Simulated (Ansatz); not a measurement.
C2H6AlClSi, SMILES `C=C(Cl)[SiH2][AlH2]`, relaxed with RKS PBE0-D4/def2-TZVP in the Gaussian-basis code of Ansatz from a PBE-D4/def2-SVP geometry. The force threshold is 0.005 eV/Å; the program also tests the step.

Charge 0, multiplicity 1.

Start:

```xyz
11

C    -1.897   -0.281    0.218
C    -0.780   -0.333    0.972
Cl   -0.720   -1.402    2.368
Si    0.807    0.674    0.614
Al    1.565   -0.083   -1.605
H    -2.798   -0.869    0.455
H    -1.930    0.378   -0.665
H     0.442    2.141    0.597
H     1.774    0.454    1.744
H     3.004   -0.737   -1.873
H     0.532    0.057   -2.826
```

(1) How much energy does the relaxation release, and in how many steps? (Best estimate.)

(2) Which bonds change most? (Estimate.)

(3) Give the relaxed structure. (An estimate is asked.)

Answers

(1) The calculation gave: 28.38 kJ/mol, in 31 steps.

(2) The calculation gave: C2–Cl3 from 1.759 to 1.794 Å; C1–C2 from 1.349 to 1.321 Å; Si4–H8 from 1.512 to 1.490 Å.

(3) Ansatz gave: 
```xyz
11

C    -2.022   -0.105    0.785
C    -0.735   -0.196    0.502
Cl   -0.098   -1.802    0.018
Si    0.697    1.038    0.303
Al    1.701   -0.509   -1.320
H    -2.707   -0.944    0.747
H    -2.421    0.863    1.068
H     0.103    2.374    0.017
H     1.365    1.122    1.635
H     3.035   -1.295   -0.973
H     1.082   -0.546   -2.782
```
